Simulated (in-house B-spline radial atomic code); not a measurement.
RPA and G0W0 on PBE: I XLIV (I43+)

Configuration [He] 2s2 2p6, mean-field start PBE. Computed with a B-spline radial code for spherical atoms: all electrons, non-relativistic, point nucleus, each spin shell either full or empty, empty states to l = 9 with an (l + 1/2)⁻⁴ tail; G0W0 by contour deformation at full frequency.

Without relativity these are model numbers: it shifts the levels of so heavy an element strongly and can reorder them.

Command:
```bash
python run_gw.py task.json out
```
Settings (radii: box in bohr, nucleus in fm):
```
Z                        53
electrons                10
configuration            [He] 2s2 2p6
hamiltonian              nr
method                   pbe,pbe
lmax                     9
spin_polarised           False
box_radius               2.34
intervals                46
```

Run time, properties included: 0.4 s on 1 thread of Arm Neoverse V2, on a shared host.

Energies (hartree):

```tsv
term	value
mean-field total	-5168.26391
Hartree-Fock functional on these orbitals	-5168.73095
direct second order	-0.65629
second-order exchange	0.22893
SOSEX correction	0.22581
```

(1) What is the RPA correlation energy, and what remains with SOSEX?

Quasi-particle levels (eV):

```
level  occupied  mean field  Σx - vxc     Σc  QP weight       G0W0
   2p       yes    -7204.16   -112.32      ?          ?          ?
   2s       yes    -7448.83   -134.89   3.60      0.999   -7580.12
   1s       yes   -34517.27   -376.20  23.22      0.995  -34870.26
   3s        no    -3110.68     38.10  -0.98      1.000   -3073.56
```

G0W0 = mean field + (Σx - vxc) + Σc, with Σc (partial-wave tail included) taken at the quasi-particle energy.

(2) Where does G0W0 put 2p?

## Answers

(1) RPA gives -0.64331 hartree (-1.75 eV per electron); RPA + SOSEX gives -0.41751, and the second-order doubles -0.42736 hartree (no singles). SOSEX takes back 35 % of the RPA value.

(2) At -7314.59 eV, with Σc = 1.88 eV and a quasi-particle weight of 0.999. The tabulated removal energy is 7337 ± 4 eV (NIST, tabulated theory); the calculation leaves out relativity, Breit and QED terms, and what these don't explain is the method's own error.
